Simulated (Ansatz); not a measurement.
System: HSF$_{2}$, charge 1, singlet. HSF2+ (SMILES F[SH+]F).
B3LYP-D3(BJ)/def2-TZVP minimum from Ansatz (an electronic-structure program):
```
S
F 1 1.5309
F 1 1.5309 2 102.08
H 1 1.3713 2 96.59 3 -98.21
```
Charge +1, spin multiplicity 1.

Hartree-Fock and CCSD(T) correlation energies in hartree (Ansatz). Open shells are spin-unrestricted; no spin-orbit coupling. Cores are frozen in correlated methods. No relativity.

```csv
basis,X,E(HF),"E(corr, CCSD(T))"
cc-pV(T+d)Z,3,-596.71132,-0.71262
cc-pV(Q+d)Z,4,-596.73504,-0.77257
cc-pV(5+d)Z,5,-596.74093,withheld
```

Task: Fit E(corr) = E∞ + A/X³ to X = 3 and 4, predict X = 5, and compare with the run.

Result: A = (-0.71262 - (-0.77257))/(1/27 - 1/64) = 2.7998; E∞ = -0.77257 - A/64 = -0.81632; at X = 5, E∞ + A/125 = -0.79392. The run gave -0.79485, 0.93 mEh below the prediction. The same form on X = 4 and 5 gives E∞ = -0.81823, 1.91 mEh below the first estimate.
